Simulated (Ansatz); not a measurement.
Relaxed structures of CH2LiSe, doublet (PBE0-D4/def2-TZVP; forces vanish, vibrations not checked; lower isomers may exist, and structures with a doubtful reference or unclear bonds are left out; Å). Ansatz 0.2.0; basis: def2-TZVPP; cores frozen in the correlated methods; orbitals are unrestricted. Filled d shells of the heavier atoms are correlated. The outer core shell of Li, Na, Mg and K is correlated. The def2 sets are not built for correlating such inner shells, so the correlated values are less sure here.

Q: Rank them by CCSD(T) energy, lowest first, and give each one's height above the lowest. Links in brackets join atoms within 1.22 times the sum of their covalent radii (1.1 for two metals). (Judge from chemistry; the value comes from the calculation.)
A.
CH₂LiSe ([Li]1[CH2][Se]1)
```
5
angstrom
Li -0.3785 -1.0415 1.3702
Se -1.5430 0.3477 -0.0512
C 0.2974 0.1667 -0.2788
H 0.6710 -0.4370 -1.1018
H 0.9531 0.9641 0.0616
```
B.
CH₂LiSe ([LiH]1[CH][Se]1)
```
5
angstrom
Li 0.4661 -1.3511 1.5030
Se -1.4509 0.0048 0.3433
C 0.2064 -0.3572 -0.1769
H 0.4170 0.0793 -1.1581
H -1.0874 -1.1271 2.1966
```
C.
CH₂LiSe ([Li][C][SeH2])
```
5
angstrom
Li -1.9267 -0.9759 1.6596
Se 0.9348 0.0034 -0.2332
C -0.5779 -0.3722 0.5948
H 0.8230 -0.0925 -1.7647
H 1.1473 1.5124 -0.4444
```
D.
CH₂LiSe ([Li]1[CH][SeH]1)
```
5
angstrom
Li 0.0229 -0.7361 1.6770
Se -1.6098 0.1199 -0.0008
C 0.3011 -0.2116 -0.1151
H 0.5648 -0.2872 -1.1735
H -2.2216 -0.8856 -0.9059
```

A: Computed: A (0.00 kcal/mol), D (40.26 kcal/mol), B (62.82 kcal/mol), C (108.84 kcal/mol). Heights count from the lowest.

No T1 diagnostic of these runs exceeds 0.030. ⟨S²⟩ of the unrestricted Hartree–Fock references: 0.77 to 0.90 (a pure state has 0.75). The unrestricted reference is spin-contaminated, which hurts MP2 most.

For scale, one of the runs: CCSD(T)/def2-TZVPP, 126 basis functions, launched by `ansatz run in.yaml --threads 2 --pin off --events-out ev --progress --plain --max-ram 4352MiB`. The run took 59 s on 2 CPU threads of an Arm Neoverse V2 (shared host), with 1.4 GiB of host memory at its peak.
